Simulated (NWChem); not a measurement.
Molecule: CH2GeO3; SMILES O=C1[O][GeH2][O]1

```xyz
7

O      0.0000     0.0000     2.5102
C      0.0000     0.0000     1.3186
O      0.0000    -1.1054     0.4896
Ge     0.0000     0.0000    -0.9812
O      0.0000     1.1054     0.4896
H     -1.3162     0.0000    -1.7778
H      1.3162     0.0000    -1.7778
```
Atoms are numbered in this order, from 1.

All runs use the structure optimised with B3LYP/6-31G* (spherical d).

**Question.** Give the principal values of the shielding tensors (ppm) of O1, C2, O3, Ge4 from B3LYP/6-31G* (spherical d), GIAO (NWChem), with their diamagnetic and paramagnetic parts as GIAO splits them.

**Answer.** 
```csv
atom,σ11,σ22,σ33,isotropic,diamagnetic,paramagnetic
O1,-101.7,-9.5,179.3,22.7,400.2,-377.5
C2,-46.6,59.9,129.3,47.5,251.1,-203.6
O3,46.3,47.2,258.6,117.4,387.1,-269.8
Ge4,1374.0,1485.0,1710.5,1523.2,2758.8,-1235.7
```
